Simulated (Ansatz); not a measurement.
def2 core potentials replace the inner electrons of Sb.

Cartesian coordinates (Å):
SMILES: F[C]([Sb]([OH])[OH])(F)F
```xyz
9

O     -0.9823     1.8194    -0.0528
Sb    -0.9677     0.0277    -0.9119
O     -1.4301    -1.1010     0.6698
C      1.1843    -0.2801    -0.3688
F      1.5084    -1.5690    -0.2107
F      1.4737     0.3627     0.7824
F      1.9888     0.2305    -1.3222
H     -0.4003     1.8223     0.7254
H     -2.3747    -1.3124     0.6888
```
Charge 0, spin multiplicity 1.

### Question
Give the LUMO, HOMO and total energy at the level CAM-B3LYP-D3(BJ)/def2-TZVP // B3LYP-D3(BJ)/def2-SVP run with Ansatz (a program for electronic structure).

### Answer

```yaml
LUMO: -0.66 eV
HOMO: -9.56 eV
total_energy: -19855.07 eV
```
